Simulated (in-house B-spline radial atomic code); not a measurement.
A fraction x of an electron is removed from 4f in Pr³⁺, starting from [Xe] 4f2 and keeping the highest spin. Level of theory: scalar-relativistic (X2C) Hartree-Fock with fractional occupations, spin-polarised, spherical fractional occupations, Fermi nucleus of rms radius 4.8919 fm; calculated with a radial B-spline atomic code at the basis-set limit.

Caution: exact exchange at fractional occupations of open shells leaves self-interaction of up to several eV.

| x | E(x) - E(0) (eV) | 4f up level (eV) |
| --- | --- | --- |
| 0 | 0.0000 | -23.459 |
| 0.06 | 1.4315 | -24.259 |
| 0.21 | 5.2219 | -26.287 |
| 0.36 | 9.3198 | -28.358 |
| 0.4 | 10.4652 | -28.917 |
| 0.5 | 13.4273 | -30.327 |
| 0.52 | 14.0366 | -30.611 |
| 0.74 | 21.1182 | -33.780 |
| 0.82 | 23.8674 | -34.953 |
| 0.93 | 27.8017 | -36.582 |
| 1 | 30.3990 | -37.629 |

The exact functional would give a straight line between the two integer points. Deviations E(x) - E(0) - x[E(1) - E(0)], in eV: -0.392 at x = 0.06, -1.162 at x = 0.21, -1.624 at x = 0.36, -1.694 at x = 0.4, -1.772 at x = 0.5, -1.771 at x = 0.52, -1.377 at x = 0.74, -1.06 at x = 0.82, -0.469 at x = 0.93.

The curve lies below the straight line by up to 1.772 eV (at x = 0.5): with spherically averaged exact exchange in an open shell, this holds the self-interaction named above.

(1) How well does Slater's transition state (minus the level at half occupation) give the ionisation energy?

Results:

(1) It gives 30.327 eV against 30.399 eV from the two total energies; NIST lists 38.98 eV, ground level to ground level. The end point has an open shell averaged over its orbitals, so its exact exchange keeps a self-interaction and this is no true integer point.
